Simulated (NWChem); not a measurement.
Molecule: AlGeH4OF; SMILES [GeH3][Al]([OH])[F]

```xyz
8

Al    -0.1826     0.9984    -0.0249
F      1.1365     2.0037    -0.1668
Ge     0.0544    -1.4515    -0.0001
H      0.5400    -1.9842    -1.3711
H      1.0918    -1.9124     1.0529
H     -1.2859    -2.1515     0.3233
O     -1.7298     1.7108     0.0990
H     -1.8440     2.6703     0.0857
```
Atoms are numbered in this order, from 1.

Program: NWChem. Pople sets run with spherical d functions. Geometry: optimised at B3LYP/6-31G* (spherical d). GIAO values for the isolated, static molecule; σ is the absolute isotropic shielding, δ = σ(reference) − σ with the isolated reference molecule computed at the same levels (19F: trichlorofluoromethane, 1H: tetramethylsilane, 17O: water).

```
level                σ Al1 (ppm)  δ F2 (ppm)  σ Ge3 (ppm)  δ H4 (rotor mean) (ppm)  δ O7 (ppm)  δ H8 (ppm)
-------------------  -----------  ----------  -----------  -----------------------  ----------  ----------
BHandHLYP/pcSseg-1         438.7      -133.1       1770.6                     3.39        50.5        2.59
B3LYP/6-31G*                   ?           ?            ?                     3.58        50.5           ?
Hartree-Fock/6-31G*        506.0       -99.9       1954.6                     3.59        29.7        2.31
```

**Question.** Fill in the missing entries.

**Answer.** 
- B3LYP/6-31G*, σ Al1 (ppm): 471.6
- B3LYP/6-31G*, δ F2 (ppm): -128.1
- B3LYP/6-31G*, σ Ge3 (ppm): 1858.6
- B3LYP/6-31G*, δ H8 (ppm): 2.38
